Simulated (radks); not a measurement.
The numbers below are computed, except where a source is named.
Problem. Species: the mercury ion Hg4+. Configuration: [Xe] 4f14 5d8 (the NIST ground configuration). Level of theory: Dirac Kohn-Sham, LDA (Slater exchange, Perdew-Wang correlation), spin-unpolarised, spherical densities, point nucleus; open shells fill j = l - 1/2 first (a radial shooting solver on a logarithmic mesh with Libxc functionals). Some entries of the table are withheld. Estimate them.

orbital  occ.  eigenvalue (eV)  r(max) (bohr)  <r> (bohr)
1s1/2       2              (1)        0.01022     0.01659
2s1/2       2        -14747.55        0.05938     0.06927
2p1/2       2        -14153.70        0.04362     0.05694
2p3/2       4        -12207.68        0.05112     0.06561
3s1/2       2        -3537.808         0.1671      0.1802
3p1/2       2        -3270.192         0.1558      0.1705
3p3/2       4        -2839.223         0.1711      0.1864
3d3/2       4        -2395.421            (2)      0.1622
3d5/2       6        -2303.021            (3)      0.1670
4s1/2       2        -816.8554         0.3763      0.3993
4p1/2       2        -702.2209         0.3742      0.4012
4p3/2       4        -597.8876         0.4055      0.4357
4d3/2       4        -410.3628         0.3976      0.4426
4d5/2       6        -390.9108         0.4072      0.4538
5s1/2       2        -168.5208         0.8266      0.8972
4f5/2       6        -149.2592         0.3636         (4)
4f7/2       8        -145.0562         0.3682         (5)
5p1/2       2        -130.2912         0.8699      0.9622
5p3/2       4        -111.4040         0.9480       1.053
5d3/2       4         -58.6836          1.116         (6)
5d5/2       4         -56.4490          1.148         (7)

Solution. 
(1) 1s1/2 eigenvalue (eV): -83033.40
(2) 3d3/2 r(max) (bohr): 0.1330
(3) 3d5/2 r(max) (bohr): 0.1371
(4) 4f5/2 <r> (bohr): 0.4787
(5) 4f7/2 <r> (bohr): 0.4854
(6) 5d3/2 <r> (bohr): 1.319
(7) 5d5/2 <r> (bohr): 1.358
